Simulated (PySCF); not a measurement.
Basis and Hamiltonian dependence of the ionisation energy of As(2+)

As(2+) [Ar] 3d10 4s2 4p1 (2P) → As(3+) [Ar] 3d10 4s2 (1S). All values are computed (PySCF 2.14, energy differences of UHF-based or UKS calculations, no spin-orbit coupling). Values in eV.

```json
{"basis": "cc-pVDZ-DK", "Hamiltonian": "spin-free X2C", "functions": "27", "UHF": "27.461", "r2SCAN": "28.342", "PBE0": "n/a", "MP2 (valence)": "27.611", "CCSD(T) (valence)": "27.697", "CCSD(T) (valence and next inner shell)": "n/a"}
{"basis": "aug-cc-pVDZ-PP with ECP10MDF", "Hamiltonian": "ECP", "functions": "32", "UHF": "27.449", "r2SCAN": "28.241", "PBE0": "28.028", "MP2 (valence)": "27.609", "CCSD(T) (valence)": "27.701", "CCSD(T) (valence and next inner shell)": "n/a"}
{"basis": "aug-cc-pVDZ-DK", "Hamiltonian": "spin-free X2C", "functions": "36", "UHF": "27.474", "r2SCAN": "28.353", "PBE0": "28.154", "MP2 (valence)": "27.627", "CCSD(T) (valence)": "27.716", "CCSD(T) (valence and next inner shell)": "n/a"}
{"basis": "cc-pVTZ-PP with ECP10MDF", "Hamiltonian": "ECP", "functions": "39", "UHF": "27.475", "r2SCAN": "28.255", "PBE0": "28.026", "MP2 (valence)": "27.734", "CCSD(T) (valence)": "27.834", "CCSD(T) (valence and next inner shell)": "n/a"}
{"basis": "cc-pVTZ-DK", "Hamiltonian": "spin-free X2C", "functions": "43", "UHF": "27.487", "r2SCAN": "28.311", "PBE0": "28.115", "MP2 (valence)": "27.744", "CCSD(T) (valence)": "27.843", "CCSD(T) (valence and next inner shell)": "n/a"}
{"basis": "jorge-DZP-DKH", "Hamiltonian": "spin-free X2C", "functions": "43", "UHF": "27.255", "r2SCAN": "n/a", "PBE0": "n/a", "MP2 (valence)": "27.227", "CCSD(T) (valence)": "27.178", "CCSD(T) (valence and next inner shell)": "n/a"}
{"basis": "aug-cc-pwCVDZ-PP with ECP10MDF", "Hamiltonian": "ECP", "functions": "48", "UHF": "27.462", "r2SCAN": "28.237", "PBE0": "28.021", "MP2 (valence)": "27.655", "CCSD(T) (valence)": "27.761", "CCSD(T) (valence and next inner shell)": "27.862"}
{"basis": "x2c-TZVPPall", "Hamiltonian": "spin-free X2C", "functions": "48", "UHF": "27.391", "r2SCAN": "28.228", "PBE0": "28.042", "MP2 (valence)": "27.653", "CCSD(T) (valence)": "27.758", "CCSD(T) (valence and next inner shell)": "27.867"}
{"basis": "x2c-TZVPPall with one added diffuse shell each of s, p, d type", "Hamiltonian": "spin-free X2C", "functions": "57", "UHF": "27.402", "r2SCAN": "28.241", "PBE0": "28.053", "MP2 (valence)": "27.665", "CCSD(T) (valence)": "27.771", "CCSD(T) (valence and next inner shell)": "27.880"}
{"basis": "aug-cc-pVTZ-PP with one added diffuse shell each of s, d, f type with ECP10MDF", "Hamiltonian": "ECP", "functions": "68", "UHF": "27.481", "r2SCAN": "28.262", "PBE0": "28.032", "MP2 (valence)": "27.742", "CCSD(T) (valence)": "27.842", "CCSD(T) (valence and next inner shell)": "n/a"}
{"basis": "aug-cc-pVQZ-PP with ECP10MDF", "Hamiltonian": "ECP", "functions": "89", "UHF": "27.487", "r2SCAN": "28.266", "PBE0": "28.035", "MP2 (valence)": "27.780", "CCSD(T) (valence)": "27.872", "CCSD(T) (valence and next inner shell)": "n/a"}
{"basis": "dyall-av2z", "Hamiltonian": "non-relativistic", "functions": "92", "UHF": "27.373", "r2SCAN": "28.206", "PBE0": "28.022", "MP2 (valence)": "27.554", "CCSD(T) (valence)": "27.659", "CCSD(T) (valence and next inner shell)": "n/a"}
{"basis": "aug-cc-pVQZ-DK", "Hamiltonian": "spin-free X2C", "functions": "93", "UHF": "27.487", "r2SCAN": "28.310", "PBE0": "28.111", "MP2 (valence)": "27.776", "CCSD(T) (valence)": "27.866", "CCSD(T) (valence and next inner shell)": "n/a"}
{"basis": "x2c-QZVPPall with one added diffuse shell each of s, p, d, f type", "Hamiltonian": "spin-free X2C", "functions": "113", "UHF": "27.491", "r2SCAN": "28.325", "PBE0": "28.120", "MP2 (valence)": "27.782", "CCSD(T) (valence)": "n/a", "CCSD(T) (valence and next inner shell)": "n/a"}
```

Frozen in the all-electron rows: valence: [Ar] 3d10; valence and next inner shell: [Ne]; with a core potential, the same shells as far as they lie outside it.

Non-relativistic rows lack the scalar-relativistic shift.

Between the lowest levels the reference is 28.349 ± 0.012 eV (measured; NIST Atomic Spectra Database, ionization energies); it includes spin-orbit coupling, which these numbers lack.
